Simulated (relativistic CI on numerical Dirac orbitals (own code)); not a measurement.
Co⁴⁺ in a cubic cluster: 3s photoemission with charge transfer

Computed with a charge-transfer multiplet model of a cubic metal-ligand cluster with up to 2 ligand holes, Slater and spin-orbit integrals from Dirac-Coulomb-Breit ions, Slater integrals scaled by 0.8. The ground state mixes d5 with configurations of k ligand holes L, whose averages lie at kΔ + k(k − 1)U_dd/2; a core hole lowers each added d electron by U_cd. 300 K, Lorentzian 1.4 eV and Gaussian 0.8 eV FWHM.

Atomic integrals in eV (Slater integrals scaled, ζ unscaled), ground: F2dd 10.866, F4dd 6.824, zeta_d 0.080; with the core hole: F2dd 11.602, F4dd 7.319, zeta_d 0.090, G2cd 11.207.

Cluster parameters (eV): U_dd = 6.6, U_cd = 8.3, 10Dq = 0.25, 10Dq(ligand) = 1.5, V(eg) = 3.5, V(t2g) = -1.47, final-state hopping factor = 0.8.

| Case | n_d | d5 | d6L | d7L2 | S |
| --- | --- | --- | --- | --- | --- |
| Δ = 0.4 eV | 5.59 | 0.47 | 0.46 | 0.07 | 2.49 |
| Δ = 2.4 eV | 5.45 | 0.59 | 0.37 | 0.04 | 2.50 |
| Δ = 5.4 eV | 5.29 | 0.72 | 0.26 | 0.02 | 2.50 |

Weights, n_d and S are thermal averages at 300 K. Binding energies count from the first peak over 30 % of the highest in each spectrum, which can be another peak from case to case. The parameters are a model scan and need not match a compound or its usual spin state. Peaks in eV (height, largest 100):
- Δ = 0.4 eV: 0.0 (100), 8.2 (26), 10.8 (46), 18.5 (15), 21.4 (8), 26.3 (7)
- Δ = 2.4 eV: 0.0 (100), 8.1 (26), 11.4 (42), 18.9 (17), 21.6 (7)
- Δ = 5.4 eV: 0.0 (100), 4.7 (6), 7.8 (19), 11.6 (44), 19.6 (19)

Curve for Δ = 0.4 eV (points under 2 left out, the grid thinned):

E (eV), Intensity and a bar:
```
     -3.9        4.1 #
     -3.2        6.0 #
     -2.5        9.6 ###
     -1.8       17.9 #####
     -1.1       40.5 #############
     -0.4       87.6 #############################
      0.3       89.3 ##############################
      1.0       43.1 ##############
      1.7       21.0 #######
      2.4       13.1 ####
      3.1       10.1 ###
      3.9        7.0 ##
      4.6        5.5 #
      5.3        5.5 #
      6.0        6.6 ##
      6.7       10.3 ###
      7.4       18.7 ######
      8.1       25.8 ########
      8.8       24.6 ########
      9.5       29.6 #########
     10.2       39.2 #############
     10.9       46.2 ###############
     11.6       34.2 ###########
     12.3       19.3 ######
     13.0       10.6 ###
     13.7        7.2 ##
     14.4        6.3 #
     15.1        5.0 #
     15.8        4.1 #
     16.5        4.7 #
     17.2        7.2 ##
     17.9       12.2 ###
     18.6       14.5 ####
     19.3       12.1 ###
     20.1        8.8 ##
     20.8        7.2 ##
     21.5        7.6 ##
     22.2        5.5 #
     22.9        3.0 
     23.6        2.1 
     25.0        2.6 
     25.7        4.9 #
     26.4        6.9 ##
     27.1        4.3 #
     27.8        2.0
```

For the case Δ = 2.4 eV, Δ = 2.4 eV is smaller than U_dd = 6.6 eV, the charge-transfer side of the Zaanen-Sawatzky-Allen scheme. With the core hole the configuration with one ligand hole lies at Δ − U_cd = -7.9, -5.9, -2.9 eV from the one without, in the order of the table; where this is negative the screened configuration lies lower, though the effective hopping of about 4.1 eV (from the holes of the mixed ground state) mixes the two strongly wherever it is as large as the gap.

With at most 2 ligand holes the space is cut while the next configuration still counts, so covalency is underestimated, and a final configuration with one more ligand hole, which can lie low, is missing from the spectra.

Without intra-shell correlation the exchange splitting of the 3s hole comes out too large.
